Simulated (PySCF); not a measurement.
Diagnose this run.

A core-ionisation job on C2H7BN2, SMILES `CC#[N+][BH2-]N`. Method: delta-SCF UKS SCAN, pcX-2 on the ionised atom, pcseg-1 elsewhere, non-relativistic (PySCF).

Driver input (Å, PBE0-D3(BJ)/def2-SVP geometry):

```
{"job": {"kind": "xps", "x2c": false}, "charge": 0, "multiplicity": 1}
C      2.5402     0.3789     0.3022
C      1.1309     0.0445     0.3307
N      0.0109    -0.2229     0.3512
B     -1.6876    -0.5816     0.3170
N     -2.3298     0.0903    -0.8006
H      2.7038     1.2589    -0.3363
H      2.8924     0.6057     1.3187
H      3.1200    -0.4655    -0.0972
H     -1.6126    -1.8021     0.2354
H     -1.9828    -0.1661     1.4316
H     -2.2218    -0.2498    -1.7461
H     -2.5242     1.0816    -0.7715
```

Output:

```
ground state, core basis on atom 0 (C), 136 functions
  cycle   1  E = -214.54200284  |g| = 6.04e-01
  cycle   2  E = -214.08576107  |g| = 1.41e+00
  cycle   3  E = -214.62429435  |g| = 2.26e-01
  cycle   4  E = -214.63621279  |g| = 1.10e-01
  cycle   5  E = -214.63750925  |g| = 7.82e-02
  cycle   6  E = -214.63894094  |g| = 1.10e-02
  cycle   7  E = -214.63896708  |g| = 2.42e-03
  cycle   8  E = -214.63896875  |g| = 8.83e-04
  cycle   9  E = -214.63896844  |g| = 1.60e-04
  E(ground) = -214.64923664 Eh
hole in C 1s of atom 0
  cycle   1  E = -203.31877025  |g| = 1.50e+00
  cycle   2  E = -194.48893983  |g| = 3.78e+00
  cycle   3  E = -203.28801724  |g| = 1.00e+00
  cycle   4  E = -203.54339145  |g| = 8.51e-01
  cycle   5  E = -203.49778853  |g| = 7.51e-01
  cycle   6  E = -203.86332296  |g| = 1.04e-01
  cycle   7  E = -203.86777091  |g| = 6.96e-02
  cycle   8  E = -203.87039539  |g| = 1.67e-02
  cycle   9  E = -203.87057576  |g| = 5.56e-03
  cycle  10  E = -203.87060221  |g| = 2.39e-03
  cycle  11  E = -203.87061427  |g| = 1.34e-03
  cycle  12  E = -203.87061979  |g| = 7.78e-04
  cycle  13  E = -203.87062170  |g| = 4.11e-04
  E(ion) = -203.88032570 Eh   <S^2> = 0.7702   hole on atom = 1.000   binding energy = 293.037 eV
ground state, core basis on atom 1 (C), 136 functions
  cycle   1  E = -214.64385744  |g| = 4.34e-02
  cycle   2  E = -214.64356823  |g| = 4.28e-02
  cycle   3  E = -214.64362861  |g| = 3.93e-02
  cycle   4  E = -214.64395146  |g| = 9.25e-03
  cycle   5  E = -214.64397377  |g| = 3.87e-04
  cycle   6  E = -214.64397395  |g| = 1.82e-04
  E(ground) = -214.65604256 Eh
hole in C 1s of atom 1
  cycle   1  E = -203.31850571  |g| = 1.50e+00
  cycle   2  E = -198.86020515  |g| = 2.76e+00
  cycle   3  E = -203.25381047  |g| = 1.07e+00
  cycle   4  E = -203.64752208  |g| = 7.28e-01
  cycle   5  E = -203.65181238  |g| = 6.44e-01
  cycle   6  E = -203.87324515  |g| = 1.67e-01
  cycle   7  E = -203.88082044  |g| = 1.24e-01
  cycle   8  E = -203.88909251  |g| = 3.18e-02
  cycle   9  E = -203.88983637  |g| = 7.91e-03
  cycle  10  E = -203.88992646  |g| = 8.32e-03
  cycle  11  E = -203.88999683  |g| = 2.44e-03
  cycle  12  E = -203.89000689  |g| = 2.36e-03
  cycle  13  E = -203.89001154  |g| = 9.74e-04
  cycle  14  E = -203.89001186  |g| = 1.89e-04
  E(ion) = -203.90084934 Eh   <S^2> = 0.9387   hole on atom = 1.000   binding energy = 292.664 eV
ground state, core basis on atom 2 (N), 136 functions
  cycle   1  E = -214.65374197  |g| = 4.87e-02
  cycle   2  E = -214.65322112  |g| = 5.44e-02
  cycle   3  E = -214.65340944  |g| = 4.49e-02
  cycle   4  E = -214.65383830  |g| = 7.05e-03
  cycle   5  E = -214.65385082  |g| = 1.05e-03
  cycle   6  E = -214.65385222  |g| = 3.23e-04
  E(ground) = -214.66251061 Eh
hole in N 1s of atom 2
  cycle   1  E = -199.02358154  |g| = 1.85e+00
  cycle   2  E = -195.03137636  |g| = 2.80e+00
  cycle   3  E = -198.86010134  |g| = 1.23e+00
  cycle   4  E = -199.62946507  |g| = 5.10e-01
  cycle   5  E = -199.70133666  |g| = 2.50e-01
  cycle   6  E = -199.72991569  |g| = 9.42e-02
  cycle   7  E = -199.73378717  |g| = 3.66e-02
  cycle   8  E = -199.73460257  |g| = 1.57e-02
  cycle   9  E = -199.73481274  |g| = 1.21e-02
  cycle  10  E = -199.73500903  |g| = 5.07e-03
  cycle  11  E = -199.73512232  |g| = 4.58e-03
  cycle  12  E = -199.73518683  |g| = 4.26e-03
  cycle  13  E = -199.73525384  |g| = 3.99e-03
  cycle  14  E = -199.73527328  |g| = 3.01e-03
  cycle  15  E = -199.73528083  |g| = 5.41e-04
  cycle  16  E = -199.73528074  |g| = 3.51e-04
  E(ion) = -199.74374923 Eh   <S^2> = 0.8570   hole on atom = 1.000   binding energy = 405.960 eV
ground state, core basis on atom 3 (B), 136 functions
  cycle   1  E = -214.63223263  |g| = 3.95e-02
  cycle   2  E = -214.63221795  |g| = 2.38e-02
  cycle   3  E = -214.63234166  |g| = 9.76e-03
  cycle   4  E = -214.63236566  |g| = 4.08e-03
  cycle   5  E = -214.63237113  |g| = 1.19e-03
  cycle   6  E = -214.63237063  |g| = 2.93e-04
  E(ground) = -214.64446806 Eh
hole in B 1s of atom 3
  cycle   1  E = -207.07932839  |g| = 1.17e+00
  cycle   2  E = -206.23864197  |g| = 1.68e+00
  cycle   3  E = -207.27967113  |g| = 6.68e-01
  cycle   4  E = -207.40713685  |g| = 4.15e-01
  cycle   5  E = -207.47523878  |g| = 1.51e-01
  cycle   6  E = -207.48509923  |g| = 3.27e-02
  cycle   7  E = -207.48559582  |g| = 1.01e-02
  cycle   8  E = -207.48564280  |g| = 4.58e-03
  cycle   9  E = -207.48565618  |g| = 1.13e-03
  cycle  10  E = -207.48565756  |g| = 5.52e-04
  cycle  11  E = -207.48565808  |g| = 3.11e-04
  E(ion) = -207.49927518 Eh   <S^2> = 0.7695   hole on atom = 1.000   binding energy = 194.431 eV
ground state, core basis on atom 4 (N), 136 functions
  cycle   1  E = -214.65182051  |g| = 4.66e-02
  cycle   2  E = -214.65176361  |g| = 2.29e-02
  cycle   3  E = -214.65174616  |g| = 2.44e-02
  cycle   4  E = -214.65187162  |g| = 3.91e-03
  cycle   5  E = -214.65187675  |g| = 1.60e-03
  cycle   6  E = -214.65187624  |g| = 1.85e-04
  E(ground) = -214.66002919 Eh
hole in N 1s of atom 4
  cycle   1  E = -199.14348688  |g| = 1.85e+00
  cycle   2  E = -198.71756795  |g| = 1.93e+00
  cycle   3  E = -199.79630235  |g| = 3.46e-01
  cycle   4  E = -199.78590761  |g| = 3.28e-01
  cycle   5  E = -199.83414434  |g| = 5.71e-02
  cycle   6  E = -199.83548607  |g| = 1.69e-02
  cycle   7  E = -199.83564901  |g| = 3.71e-03
  cycle   8  E = -199.83565776  |g| = 1.28e-03
  cycle   9  E = -199.83565844  |g| = 6.38e-04
  cycle  10  E = -199.83565906  |g| = 2.10e-04
  E(ion) = -199.84391043 Eh   <S^2> = 0.7639   hole on atom = 1.000   binding energy = 403.167 eV
```

The program numbers atoms from 0. E(ground) and E(ion) are re-evaluated on a finer grid than the cycles, so they differ from the last cycles; that is no fault.

Q: Do all binding energies of this run deserve the same trust?

A: No. Every hole passed the driver's convergence checks (|g| < 5e-4, core orbital emptied to over 0.9), but ⟨S²⟩ is 0.939 for C1s on atom 1 and 0.857 for N1s on atom 2, against 0.75 for a pure doublet, so the unrestricted ion state holds higher spin components.

Q: How can it be mended?

A: Recompute such holes with a restricted open-shell or spin-projected scheme and compare; until then these binding energies are doubtful.
